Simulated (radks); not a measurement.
Results of a calculation; reference values are marked as such.
Initial-state core-level shifts of the erbium ion Er2+ when its valence configuration changes from [Xe] 4f12. Level of theory: scalar-relativistic Kohn-Sham, LDA (Slater exchange, Perdew-Wang correlation), spin-polarised, spherical densities, point nucleus; open shells are filled with parallel spins first (spin-orbit coupling, left out, can overturn this in heavy ions) (a radial shooting solver on a logarithmic mesh with Libxc functionals). Shifts are changes of the shell-averaged eigenvalues in eV (positive: less bound).

valence	1s	3d	4p	4d
4f11 6s1	-9.210	-10.437	-10.074	-9.861
4f11.5 6p0.5	-5.087	-5.647	-5.507	-5.412
4f11 5d0.5 6s0.5	-7.904	-9.109	-8.741	-8.520
4f11 6p1	-10.548	-11.758	-11.403	-11.192
4f11 6s0.5 6p0.5	-9.882	-11.101	-10.742	-10.530
4f10 6s2	-20.027	-22.796	-21.755	-21.252
4f11 5d1	-6.625	-7.806	-7.434	-7.204
4f10 5d2	-14.112	-16.770	-15.750	-15.222
